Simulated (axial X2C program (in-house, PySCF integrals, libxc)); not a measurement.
Potential curves of CrSi⁺, non-relativistic

Computed with an in-house all-electron X2C program for linear molecules (integrals from PySCF). The Hamiltonian is the X2C one with the speed of light multiplied by 100, which is the non-relativistic limit. Basis: Cr dyall-v3z [9s9p6d3f2g], Si dyall-v3z [8s7p2d1f] (cores contracted in-house); Gaussian nuclei, density fitting, unrestricted open shells. Masses: Cr 51.941 u, Si 27.977 u.

State: M_S = 5/2, Λ = 0 (beyond evenly filled blocks: σα, π+α, π-α, δ+α, δ-α). Energies in eV from the fragments at the same level (Cr+ + Si). Fits are polynomials in 1 − R0/R over 0.85 to 1.23 times the lowest point R0.

```csv
R (Å),B97-3
2.1811,-1.2190
2.2814,-1.5096
2.3566,-1.6369
2.4318,-1.7056
2.5070,-1.7289
2.5947,-1.7132
2.6825,-1.6635
2.7953,-1.5664
2.9332,-1.4180
3.1338,-1.1815
```

The state is one determinant whose occupation by symmetry is held fixed; it was picked as the lowest of a PBE0 search that is not exhaustive. De is counted from the lowest determinant-based energies of the atoms at the same level, without counterpoise correction. PBE0 can misorder states that lie within some tenths of an eV, so this need not be the ground state of the molecule. The nearest other spin-free determinant of the search, M_S = 7/2, Λ = 1, lies 0.07 eV up at the distance of the search.

(1) Fit the B97-3 curve near its minimum: give the equilibrium distance, the harmonic wavenumber and the well depth.

## Answers

(1) At B97-3, non-rel.: Re = 2.517 Å, ωe ≈ 296 cm⁻¹, De = 1.73 eV to Cr+ + Si; Be follows as 0.146 cm⁻¹.
